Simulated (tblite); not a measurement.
Compound: C₄HN₃.
Bonds: N1–C2 (triple), C2–C3, C3–C4, C4–N5 (triple), C3–C6, C6–N7 (triple). Hydrogens: H8 on C3.

Computed with GFN2-xTB (tblite), gas phase: Langevin dynamics at 400 K from the optimised GFN2-xTB geometry, time step 0.5 fs, friction 0.01 fs⁻¹, 2000 steps. The instantaneous temperature is 2·E(kin)/(3Nk) with all 3N coordinates.

```json
{"t (fs)": "0", "T (K)": "312", "E(pot) above start (eV)": "0.000", "N1≡C2 (Å)": "1.139", "C2–C3 (Å)": "1.457", "C3–C4 (Å)": "1.457", "C4≡N5 (Å)": "1.139", "C3–C6 (Å)": "1.456", "C3–H8 (Å)": "1.101"}
{"t (fs)": "25", "T (K)": "159", "E(pot) above start (eV)": "0.191", "N1≡C2 (Å)": "1.147", "C2–C3 (Å)": "1.449", "C3–C4 (Å)": "1.509", "C4≡N5 (Å)": "1.162", "C3–C6 (Å)": "1.424", "C3–H8 (Å)": "1.114"}
{"t (fs)": "50", "T (K)": "240", "E(pot) above start (eV)": "0.257", "N1≡C2 (Å)": "1.154", "C2–C3 (Å)": "1.416", "C3–C4 (Å)": "1.499", "C4≡N5 (Å)": "1.183", "C3–C6 (Å)": "1.461", "C3–H8 (Å)": "1.130"}
{"t (fs)": "75", "T (K)": "406", "E(pot) above start (eV)": "0.164", "N1≡C2 (Å)": "1.151", "C2–C3 (Å)": "1.420", "C3–C4 (Å)": "1.456", "C4≡N5 (Å)": "1.137", "C3–C6 (Å)": "1.475", "C3–H8 (Å)": "1.092"}
{"t (fs)": "100", "T (K)": "333", "E(pot) above start (eV)": "0.334", "N1≡C2 (Å)": "1.132", "C2–C3 (Å)": "1.530", "C3–C4 (Å)": "1.480", "C4≡N5 (Å)": "1.108", "C3–C6 (Å)": "1.474", "C3–H8 (Å)": "1.037"}
{"t (fs)": "125", "T (K)": "292", "E(pot) above start (eV)": "0.238", "N1≡C2 (Å)": "1.127", "C2–C3 (Å)": "1.483", "C3–C4 (Å)": "1.468", "C4≡N5 (Å)": "1.116", "C3–C6 (Å)": "1.429", "C3–H8 (Å)": "1.070"}
{"t (fs)": "150", "T (K)": "377", "E(pot) above start (eV)": "0.166", "N1≡C2 (Å)": "1.135", "C2–C3 (Å)": "1.476", "C3–C4 (Å)": "1.410", "C4≡N5 (Å)": "1.155", "C3–C6 (Å)": "1.497", "C3–H8 (Å)": "1.117"}
{"t (fs)": "175", "T (K)": "196", "E(pot) above start (eV)": "0.400", "N1≡C2 (Å)": "1.117", "C2–C3 (Å)": "1.465", "C3–C4 (Å)": "1.401", "C4≡N5 (Å)": "1.194", "C3–C6 (Å)": "1.511", "C3–H8 (Å)": "1.147"}
{"t (fs)": "200", "T (K)": "350", "E(pot) above start (eV)": "0.217", "N1≡C2 (Å)": "1.148", "C2–C3 (Å)": "1.422", "C3–C4 (Å)": "1.469", "C4≡N5 (Å)": "1.150", "C3–C6 (Å)": "1.440", "C3–H8 (Å)": "1.157"}
{"t (fs)": "225", "T (K)": "315", "E(pot) above start (eV)": "0.441", "N1≡C2 (Å)": "1.183", "C2–C3 (Å)": "1.413", "C3–C4 (Å)": "1.486", "C4≡N5 (Å)": "1.112", "C3–C6 (Å)": "1.472", "C3–H8 (Å)": "1.124"}
{"t (fs)": "250", "T (K)": "407", "E(pot) above start (eV)": "0.470", "N1≡C2 (Å)": "1.170", "C2–C3 (Å)": "1.467", "C3–C4 (Å)": "1.493", "C4≡N5 (Å)": "1.104", "C3–C6 (Å)": "1.442", "C3–H8 (Å)": "1.090"}
{"t (fs)": "275", "T (K)": "655", "E(pot) above start (eV)": "0.287", "N1≡C2 (Å)": "1.109", "C2–C3 (Å)": "1.473", "C3–C4 (Å)": "1.442", "C4≡N5 (Å)": "1.164", "C3–C6 (Å)": "1.468", "C3–H8 (Å)": "1.080"}
{"t (fs)": "300", "T (K)": "335", "E(pot) above start (eV)": "0.518", "N1≡C2 (Å)": "1.089", "C2–C3 (Å)": "1.470", "C3–C4 (Å)": "1.454", "C4≡N5 (Å)": "1.194", "C3–C6 (Å)": "1.474", "C3–H8 (Å)": "1.089"}
{"t (fs)": "325", "T (K)": "582", "E(pot) above start (eV)": "0.198", "N1≡C2 (Å)": "1.145", "C2–C3 (Å)": "1.465", "C3–C4 (Å)": "1.463", "C4≡N5 (Å)": "1.139", "C3–C6 (Å)": "1.402", "C3–H8 (Å)": "1.105"}
{"t (fs)": "350", "T (K)": "365", "E(pot) above start (eV)": "0.565", "N1≡C2 (Å)": "1.192", "C2–C3 (Å)": "1.481", "C3–C4 (Å)": "1.450", "C4≡N5 (Å)": "1.101", "C3–C6 (Å)": "1.458", "C3–H8 (Å)": "1.118"}
{"t (fs)": "375", "T (K)": "544", "E(pot) above start (eV)": "0.380", "N1≡C2 (Å)": "1.165", "C2–C3 (Å)": "1.436", "C3–C4 (Å)": "1.534", "C4≡N5 (Å)": "1.135", "C3–C6 (Å)": "1.456", "C3–H8 (Å)": "1.110"}
{"t (fs)": "400", "T (K)": "557", "E(pot) above start (eV)": "0.492", "N1≡C2 (Å)": "1.100", "C2–C3 (Å)": "1.425", "C3–C4 (Å)": "1.469", "C4≡N5 (Å)": "1.152", "C3–C6 (Å)": "1.528", "C3–H8 (Å)": "1.081"}
{"t (fs)": "425", "T (K)": "618", "E(pot) above start (eV)": "0.306", "N1≡C2 (Å)": "1.109", "C2–C3 (Å)": "1.492", "C3–C4 (Å)": "1.441", "C4≡N5 (Å)": "1.173", "C3–C6 (Å)": "1.511", "C3–H8 (Å)": "1.092"}
{"t (fs)": "450", "T (K)": "451", "E(pot) above start (eV)": "0.167", "N1≡C2 (Å)": "1.152", "C2–C3 (Å)": "1.455", "C3–C4 (Å)": "1.429", "C4≡N5 (Å)": "1.137", "C3–C6 (Å)": "1.414", "C3–H8 (Å)": "1.105"}
{"t (fs)": "475", "T (K)": "356", "E(pot) above start (eV)": "0.294", "N1≡C2 (Å)": "1.169", "C2–C3 (Å)": "1.489", "C3–C4 (Å)": "1.493", "C4≡N5 (Å)": "1.139", "C3–C6 (Å)": "1.452", "C3–H8 (Å)": "1.122"}
{"t (fs)": "500", "T (K)": "304", "E(pot) above start (eV)": "0.199", "N1≡C2 (Å)": "1.151", "C2–C3 (Å)": "1.444", "C3–C4 (Å)": "1.498", "C4≡N5 (Å)": "1.132", "C3–C6 (Å)": "1.443", "C3–H8 (Å)": "1.111"}
{"t (fs)": "525", "T (K)": "323", "E(pot) above start (eV)": "0.332", "N1≡C2 (Å)": "1.130", "C2–C3 (Å)": "1.473", "C3–C4 (Å)": "1.436", "C4≡N5 (Å)": "1.152", "C3–C6 (Å)": "1.422", "C3–H8 (Å)": "1.103"}
{"t (fs)": "550", "T (K)": "408", "E(pot) above start (eV)": "0.485", "N1≡C2 (Å)": "1.107", "C2–C3 (Å)": "1.517", "C3–C4 (Å)": "1.469", "C4≡N5 (Å)": "1.160", "C3–C6 (Å)": "1.533", "C3–H8 (Å)": "1.055"}
{"t (fs)": "575", "T (K)": "567", "E(pot) above start (eV)": "0.232", "N1≡C2 (Å)": "1.141", "C2–C3 (Å)": "1.414", "C3–C4 (Å)": "1.436", "C4≡N5 (Å)": "1.123", "C3–C6 (Å)": "1.481", "C3–H8 (Å)": "1.066"}
{"t (fs)": "600", "T (K)": "500", "E(pot) above start (eV)": "0.430", "N1≡C2 (Å)": "1.168", "C2–C3 (Å)": "1.385", "C3–C4 (Å)": "1.524", "C4≡N5 (Å)": "1.119", "C3–C6 (Å)": "1.435", "C3–H8 (Å)": "1.090"}
{"t (fs)": "625", "T (K)": "499", "E(pot) above start (eV)": "0.383", "N1≡C2 (Å)": "1.165", "C2–C3 (Å)": "1.426", "C3–C4 (Å)": "1.479", "C4≡N5 (Å)": "1.145", "C3–C6 (Å)": "1.486", "C3–H8 (Å)": "1.153"}
{"t (fs)": "650", "T (K)": "421", "E(pot) above start (eV)": "0.559", "N1≡C2 (Å)": "1.114", "C2–C3 (Å)": "1.504", "C3–C4 (Å)": "1.419", "C4≡N5 (Å)": "1.157", "C3–C6 (Å)": "1.457", "C3–H8 (Å)": "1.194"}
{"t (fs)": "675", "T (K)": "484", "E(pot) above start (eV)": "0.419", "N1≡C2 (Å)": "1.123", "C2–C3 (Å)": "1.500", "C3–C4 (Å)": "1.462", "C4≡N5 (Å)": "1.150", "C3–C6 (Å)": "1.430", "C3–H8 (Å)": "1.151"}
{"t (fs)": "700", "T (K)": "395", "E(pot) above start (eV)": "0.493", "N1≡C2 (Å)": "1.152", "C2–C3 (Å)": "1.519", "C3–C4 (Å)": "1.462", "C4≡N5 (Å)": "1.123", "C3–C6 (Å)": "1.431", "C3–H8 (Å)": "1.072"}
{"t (fs)": "725", "T (K)": "432", "E(pot) above start (eV)": "0.296", "N1≡C2 (Å)": "1.156", "C2–C3 (Å)": "1.483", "C3–C4 (Å)": "1.457", "C4≡N5 (Å)": "1.120", "C3–C6 (Å)": "1.481", "C3–H8 (Å)": "1.042"}
{"t (fs)": "750", "T (K)": "446", "E(pot) above start (eV)": "0.308", "N1≡C2 (Å)": "1.159", "C2–C3 (Å)": "1.472", "C3–C4 (Å)": "1.394", "C4≡N5 (Å)": "1.152", "C3–C6 (Å)": "1.478", "C3–H8 (Å)": "1.034"}
{"t (fs)": "775", "T (K)": "480", "E(pot) above start (eV)": "0.214", "N1≡C2 (Å)": "1.149", "C2–C3 (Å)": "1.487", "C3–C4 (Å)": "1.454", "C4≡N5 (Å)": "1.150", "C3–C6 (Å)": "1.463", "C3–H8 (Å)": "1.079"}
{"t (fs)": "800", "T (K)": "334", "E(pot) above start (eV)": "0.251", "N1≡C2 (Å)": "1.129", "C2–C3 (Å)": "1.412", "C3–C4 (Å)": "1.469", "C4≡N5 (Å)": "1.132", "C3–C6 (Å)": "1.486", "C3–H8 (Å)": "1.166"}
{"t (fs)": "825", "T (K)": "279", "E(pot) above start (eV)": "0.341", "N1≡C2 (Å)": "1.129", "C2–C3 (Å)": "1.426", "C3–C4 (Å)": "1.471", "C4≡N5 (Å)": "1.129", "C3–C6 (Å)": "1.452", "C3–H8 (Å)": "1.172"}
{"t (fs)": "850", "T (K)": "289", "E(pot) above start (eV)": "0.335", "N1≡C2 (Å)": "1.142", "C2–C3 (Å)": "1.513", "C3–C4 (Å)": "1.490", "C4≡N5 (Å)": "1.129", "C3–C6 (Å)": "1.454", "C3–H8 (Å)": "1.115"}
{"t (fs)": "875", "T (K)": "265", "E(pot) above start (eV)": "0.273", "N1≡C2 (Å)": "1.129", "C2–C3 (Å)": "1.467", "C3–C4 (Å)": "1.440", "C4≡N5 (Å)": "1.138", "C3–C6 (Å)": "1.443", "C3–H8 (Å)": "1.058"}
{"t (fs)": "900", "T (K)": "384", "E(pot) above start (eV)": "0.388", "N1≡C2 (Å)": "1.133", "C2–C3 (Å)": "1.511", "C3–C4 (Å)": "1.519", "C4≡N5 (Å)": "1.165", "C3–C6 (Å)": "1.450", "C3–H8 (Å)": "1.084"}
{"t (fs)": "925", "T (K)": "424", "E(pot) above start (eV)": "0.252", "N1≡C2 (Å)": "1.153", "C2–C3 (Å)": "1.434", "C3–C4 (Å)": "1.400", "C4≡N5 (Å)": "1.132", "C3–C6 (Å)": "1.470", "C3–H8 (Å)": "1.082"}
{"t (fs)": "950", "T (K)": "259", "E(pot) above start (eV)": "0.339", "N1≡C2 (Å)": "1.157", "C2–C3 (Å)": "1.481", "C3–C4 (Å)": "1.476", "C4≡N5 (Å)": "1.145", "C3–C6 (Å)": "1.527", "C3–H8 (Å)": "1.096"}
{"t (fs)": "975", "T (K)": "654", "E(pot) above start (eV)": "0.189", "N1≡C2 (Å)": "1.136", "C2–C3 (Å)": "1.429", "C3–C4 (Å)": "1.461", "C4≡N5 (Å)": "1.159", "C3–C6 (Å)": "1.442", "C3–H8 (Å)": "1.125"}
{"t (fs)": "1000", "T (K)": "452", "E(pot) above start (eV)": "0.169", "N1≡C2 (Å)": "1.126", "C2–C3 (Å)": "1.425", "C3–C4 (Å)": "1.458", "C4≡N5 (Å)": "1.134", "C3–C6 (Å)": "1.428", "C3–H8 (Å)": "1.135"}
```

Q: From 500 fs on, how do temperature and potential energy compare with equipartition?

A: The mean temperature of these 21 frames is 409 K against the target 400 K, and the mean potential energy 0.33 eV against 18 × kT/2 = 0.31 eV for 18 classical harmonic modes. For 8 atoms in a canonical ensemble the temperature itself scatters by T·√(2/(3N)) = 115 K; here its standard deviation is 101 K. The whole run lasts only 10 friction times of 100 fs, so these averages carry a wide statistical error.

Q: What are the kinetic and total energies of the listed frame with the highest potential energy?

A: The one at 350 fs, 0.565 eV above the start. Its kinetic energy is 3NkT/2 = 0.377 eV at 365 K, so the sum is 0.94 eV; over the listed frames the sum runs from 0.32 to 1.07 eV, since the thermostat adds and removes energy.

Q: How much do the listed bonds fluctuate from 500 fs on?

A: 
| bond | at the start (Å) | mean (Å) | standard deviation (Å) |
| --- | --- | --- | --- |
| N1≡C2 | 1.139 | 1.140 | 0.016 |
| C2–C3 | 1.457 | 1.463 | 0.040 |
| C3–C4 | 1.457 | 1.461 | 0.032 |
| C4≡N5 | 1.139 | 1.140 | 0.014 |
| C3–C6 | 1.456 | 1.462 | 0.030 |
| C3–H8 | 1.101 | 1.104 | 0.044 |

The motion is classical and holds no zero-point motion.

What follows is the cost of the whole dynamics run. Hardware: one thread, Intel Xeon Platinum 8488C (x86_64) (shared host). Cost: 6.0 s wall, 0.18 GiB resident at most.
